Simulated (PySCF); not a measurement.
Trimethylarsine, C3H9As.
SMILES: `C[As](C)C`

The closed-shell ground state was solved at several levels (PySCF, density fitting, gas phase). Isolated species at its GFN2-xTB geometry, gas phase. The calculation is non-relativistic and has no spin–orbit coupling, an omission that weighs most on arsenic.

| level | basis functions | HOMO (eV) | LUMO (eV) | gap (eV) | dipole (D) |
| --- | --- | --- | --- | --- | --- |
| PBE0/def2-SVPD | 170 | -6.52 | 0.78 | 7.30 | 1.06 |
| PBE0/pcSseg-1 | 137 | -6.55 | 1.29 | 7.84 | 1.05 |

Q: Estimate the row for B3LYP/pcJ-1 (pcSseg-1 on As), a basis of 212 functions; the other rows only guide the guess.

A: HOMO -6.35 eV, LUMO 1.06 eV, gap 7.41 eV, dipole 0.91 D.

Q: Over all these levels, which gives the widest orbital gap and which the narrowest?

A: PBE0/pcSseg-1 has the widest, 7.84 eV, and PBE0/def2-SVPD the narrowest, 7.30 eV. The two share the functional. From the narrowest to the widest the HOMO moves by -0.03 eV and the LUMO by +0.51 eV.

Q: How far do the dipole and the HOMO energy spread over the levels?

A: The dipole runs from 0.91 to 1.06 D (mean 1.01 D) and the HOMO from -6.55 to -6.35 eV.
